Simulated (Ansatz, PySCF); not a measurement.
Mg(F)(NMe2) (C2H6FMgN), SMILES C[N](C)[Mg][F]. Atoms are numbered in the order given.

```xyz
11

Mg    -0.4285     1.0677    -0.5380
F     -1.0542     2.5264    -1.3072
N      0.2436    -0.5014     0.2885
C     -0.2491    -1.0368     1.5383
C      1.3126    -1.3113    -0.2529
H     -0.6498    -2.0690     1.4307
H      0.5412    -1.0905     2.3193
H     -1.0660    -0.4194     1.9535
H      2.1848    -1.3794     0.4343
H      0.9935    -2.3578    -0.4542
H      1.6903    -0.9038    -1.2079
```

The structure is a stationary point at B3LYP-D3(BJ)/def2-SVP. The structure was generated by enumeration; whether it is a known compound was not checked. Other conformers were not sampled.

Two levels are set side by side: PBE-D3(BJ)/def2-SVP (Ansatz, a first-principles code) and B3LYP-D3(BJ)/def2-SVP (Ansatz). Each level has its own optimised geometry; the coordinates shown are those of the second. Frequencies come from the Hessian of PySCF at each geometry. Differences are taken from unrounded values.

```
quantity                            B3LYP-D3(BJ)
----------------------------------  ------------
mean bond length (Å)                       1.321
bond Mg1–F2 (Å)                            1.764
bond Mg1–N3 (Å)                            1.897
bond N3–C4 (Å)                             1.446
bond N3–C5 (Å)                             1.446
bond C4–H6 (Å)                             1.112
bond C4–H7 (Å)                             1.112
bond C4–H8 (Å)                             1.105
bond C5–H9 (Å)                             1.112
bond C5–H10 (Å)                            1.112
bond C5–H11 (Å)                            1.105
highest harmonic wavenumber (cm⁻¹)          3048
mean harmonic wavenumber (cm⁻¹)             1342
zero-point energy (kcal/mol)               51.80
```

Task: What does PBE-D3(BJ) give, and how far is it from B3LYP-D3(BJ)? (An estimate is asked for; the answer gives what the named calculation found.)

Result: 
| quantity | PBE-D3(BJ) | PBE-D3(BJ) minus B3LYP-D3(BJ) |
|---|---|---|
| mean bond length (Å) | 1.329 | 0.008 |
| bond Mg1–F2 (Å) | 1.777 | 0.013 |
| bond Mg1–N3 (Å) | 1.908 | 0.012 |
| bond N3–C4 (Å) | 1.447 | 0.001 |
| bond N3–C5 (Å) | 1.447 | 0.001 |
| bond C4–H6 (Å) | 1.121 | 0.009 |
| bond C4–H7 (Å) | 1.121 | 0.009 |
| bond C4–H8 (Å) | 1.112 | 0.008 |
| bond C5–H9 (Å) | 1.121 | 0.009 |
| bond C5–H10 (Å) | 1.121 | 0.009 |
| bond C5–H11 (Å) | 1.112 | 0.008 |
| highest harmonic wavenumber (cm⁻¹) | 2995 | -53 |
| mean harmonic wavenumber (cm⁻¹) | 1305 | -37 |
| zero-point energy (kcal/mol) | 50.39 | -1.42 |

GGA bonds tend to be longer and softer than those of functionals with exact exchange. Differences between two approximate levels are no errors against the true value.
